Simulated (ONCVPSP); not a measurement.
# Pt (Z = 78) ONCV: all-electron and pseudo phase curves

- Element: Pt (Z = 78)
- Generator: ONCVPSP 4.0.1
- Type: optimised norm-conserving Vanderbilt (ONCV)
- Functional: PBE
- Relativity: scalar-relativistic
- Frozen core: [Kr] 4d10 4f14 5s2
- Valence charge: 16
- Reference configuration: 5p6 5d9 6s1
- Partial waves: 6s: rc 2.60 bohr, ncon 3, nbas 7, qcut 2.6 1/bohr, 2 projectors, debl 1.4 Ha; 5p: rc 1.15 bohr, ncon 4, nbas 9, qcut 7.5 1/bohr, 3 projectors, debl 3.3 Ha; 5d: rc 1.80 bohr, ncon 4, nbas 9, qcut 10.4 1/bohr, 2 projectors, debl 1 Ha; f scattering state at 0.26 Ha: rc 2.65 bohr, ncon 4, nbas 7, qcut 3.8 1/bohr, 2 projectors, debl 2.6 Ha
- Local potential: polynomial inside 1.00 bohr (lpopt 5, dvloc0 0 Ha)
- Core correction: none

The phase is arctan(r·R′/R) of the radial function R(r), unwrapped; energies in Ha, scanned from -4 to 5 Ha. A pole is an energy at which the radial function vanishes at the test radius. The pseudo phase is shifted by a multiple of π to meet the all-electron one at the reference energy, and phase errors are pseudo minus all-electron; the curves can meet again beyond the range given. Levels narrower than the energy grid can be missing from the lists of poles. Where the grid stepped over a known ghost or core level, its pole and its step of π were put in at the level’s energy.

```tsv
channel	radius (bohr)	reference energy (Ha)	poles, all-electron	poles, pseudo	unbroken range about the reference energy with phases within 0.05 rad	phase error 1 Ha above the reference energy (rad)
s	2.64	-0.21	-3.74, 0.77	0.77	-3.7 to 1.6	-0.000
p	1.17	-2.06	2.41	2.41	the whole range	-0.000
d	1.83	-0.23	0.78	0.78	the whole range	+0.000
f	2.68	0.26	-2.58, 1.79, 4.88	1.80	above -2.6	+0.002
```

Note: ghosts flagged at negative energy: s at -295.0 eV; GHOST(+) flagged for s at 44.5 eV, f at 320.6 eV, p at 521.2 eV. A true bound ghost makes a file unfit for plane-wave use.

Phases in the s channel:

```csv
E (Ha),all-electron,pseudo
-3.98,1.400,-1.738
-3.74,-1.549,-1.745
-3.50,-1.748,-1.753
-3.26,-1.760,-1.762
-3.02,-1.771,-1.773
-2.78,-1.784,-1.786
-2.54,-1.799,-1.801
-2.30,-1.818,-1.819
-2.06,-1.842,-1.843
-1.82,-1.873,-1.874
-1.58,-1.915,-1.916
-1.34,-1.978,-1.979
-1.10,-2.080,-2.082
-0.86,-2.277,-2.279
-0.62,-2.737,-2.739
-0.38,-3.618,-3.618
-0.14,-4.207,-4.207
0.10,-4.456,-4.456
0.34,-4.583,-4.583
0.58,-4.663,-4.663
0.82,-4.723,-4.723
1.06,-4.775,-4.775
1.30,-4.826,-4.826
1.54,-4.886,-4.894
1.78,-4.966,-4.942
2.02,-5.097,-5.060
2.26,-5.373,-5.275
2.50,-6.098,-5.798
2.74,-7.020,-6.748
2.98,-7.401,-7.283
3.22,-7.561,-7.497
3.46,-7.647,-7.606
3.70,-7.702,-7.671
3.94,-7.740,-7.716
4.18,-7.769,-7.749
4.42,-7.793,-7.775
4.66,-7.812,-7.796
4.90,-7.830,-7.815
```
